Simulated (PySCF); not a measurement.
TeF3, SMILES F[Te](F)F, multiplicity 2. Atoms are numbered in the order given.

```xyz
4

Te     0.0000     0.0000    -0.2561
F      0.0000    -1.9718    -0.0901
F      0.0000     0.0000     1.6596
F      0.0000     1.9718    -0.0901
```
Charge 0, spin multiplicity 2.

Geometry: B3LYP-D3(BJ)/def2-SVP. The spin state was assumed, not searched. The isomer is the one that the SMILES or the coordinates give; other isomers of the formula were not compared. The def2 effective core potentials stand for the cores of Te; spin–orbit coupling is left out.

These are TDA-LC-ωPBE/def2-SVPD (PySCF) values and carry that method's errors.

Vertical excitations. The molecule is in vacuum.

Computed lowest excited states:
```
state    energy (eV)  λ (nm)      f                                                  main pairs
-------  -----------  ------  -----  ----------------------------------------------------------
root 1          3.38     367  0.003                          α HOMO→LUMO 42 %, β HOMO→LUMO 55 %
root 2          3.65     340  0.015                          α HOMO→LUMO 53 %, β HOMO→LUMO 43 %
root 3          5.06     245  0.000                                          β HOMO−1→LUMO 98 %
root 4          5.40     230  0.000                                          β HOMO−3→LUMO 98 %
root 5          5.44     228  0.020                                          β HOMO−2→LUMO 93 %
root 6          5.49     226  0.000                      α HOMO−1→LUMO 42 %, β HOMO→LUMO+1 48 %
root 7          5.67     219  0.001                                          β HOMO−4→LUMO 90 %
root 8          5.70     217  0.000                      α HOMO→LUMO+1 78 %, α HOMO→LUMO+5 20 %
root 9          6.46     192  0.000                                          β HOMO−5→LUMO 98 %
root 10         6.47     192  0.043  α HOMO−1→LUMO 45 %, β HOMO→LUMO+1 37 %, β HOMO−6→LUMO 14 %
```
Unrestricted roots are not spin-pure.
